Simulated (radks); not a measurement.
Problem. Dy3+, configuration [Xe] 4f7 6p2 (not the ground configuration). Calculated with a radial shooting solver on a logarithmic mesh with Libxc functionals: Dirac Kohn-Sham, PBE, spin-unpolarised, spherical densities, finite nucleus; open shells fill j = l - 1/2 first; Fermi nuclear charge, rms radius 5.2218 fm. Some entries of the table are withheld. Estimate them.

orbital  occ.  eigenvalue (eV)  <r^2> (bohr^2)  <r> (bohr)
1s1/2       2        -53647.42       0.0006095     0.02112
2s1/2       2        -8978.604        0.009464         (1)
2p1/2       2        -8542.306             (2)     0.07438
2p3/2       4        -7742.322             (3)     0.08144
3s1/2       2        -2047.205         0.06279      0.2341
3p1/2       2              (4)         0.05829      0.2238
3p3/2       4              (5)         0.06524      0.2372
3d3/2       4        -1363.124         0.05175      0.2097
3d5/2       6        -1326.890         0.05368      0.2139
4s1/2       2        -452.7670          0.3143      0.5276
4p1/2       2        -377.4414          0.3286      0.5374
4p3/2       4        -339.7901          0.3656      0.5670
4d3/2       4        -215.4590          0.4107      0.5954
4d5/2       6        -208.5455          0.4247      0.6056
5s1/2       2         -94.6281           1.675       1.223
5p1/2       2         -72.1867           2.008       1.336
5p3/2       4         -66.0863           2.242       1.412
4f5/2       6         -59.0489          0.6572      0.7271
4f7/2       1         -57.9743          0.6712      0.7347
6p1/2       2         -22.9835           11.07       3.157
6p3/2       0         -21.8742           12.03       3.291

Solution. 
(1) 2s1/2 <r> (bohr): 0.08923
(2) 2p1/2 <r^2> (bohr^2): 0.006848
(3) 2p3/2 <r^2> (bohr^2): 0.008075
(4) 3p1/2 eigenvalue (eV): -1856.774
(5) 3p3/2 eigenvalue (eV): -1690.710
